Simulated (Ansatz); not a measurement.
Ideal-gas functions of CH4InS (`[CH3][In][SH]`) radical at 298.15 K and 1 bar, from an Ansatz frequency run at PBE0-D4/def2-TZVP.

Molar mass 162.93 g/mol, point group Cs (symmetry number 1), electronic degeneracy 2, moments of inertia 49.472, 198.987, 245.236 u Å². Harmonic wavenumbers (cm⁻¹, unscaled): 49, 100, 207, 310, 439, 558, 618, 691, 1118, 1430, 1441, 2695, 3057, 3158, 3183.

Use S(trans) = R[1.5 ln M + 2.5 ln T − 1.1517]; rotational temperatures θ = 24.2544 K / I; S(rot) = R[ln(√π/σ · √(T³/θAθBθC)) + 1.5]; for each mode x = 1.438777 ν̃/T, S = R[x/(eˣ − 1) − ln(1 − e⁻ˣ)] and H = RT x/(eˣ − 1); 1 cm⁻¹ = 0.0119627 kJ/mol; R = 8.31446 J/(mol·K).

Question: By hand: the entropy, in J/(mol·K).

Answer: Translation 172.4. Rotation: θ = 0.4903, 0.1219, 0.0989 K, giving 109.6. Vibration, mode by mode: 20.32, 14.45, 8.66, 5.70, 3.47, 2.21, 1.76, 1.33, 0.24, 0.07, 0.06, 0.00, 0.00, 0.00, 0.00, in all 58.3. Electronic 5.8. Sum 346.1 J/(mol·K).

Question: By hand: H − E and G − E in kJ/mol, counted from the electronic energy.

Answer: Zero-point energy ½ × 19054 × 0.0119627 = 114.0; thermal vibration 8.6; translation, rotation and pV give 4 RT = 9.9. H − E = 132.5 kJ/mol, and G − E = 132.5 − 298.15 × 346.1/1000 = 29.3 kJ/mol.

Vibration gives 17 % of the entropy, 34.8 J/(mol·K) of it from the modes under 150 cm⁻¹: soft modes count most, and the harmonic formula is weakest for them. The sum counts one conformer and one mirror image; others add a mixing term.
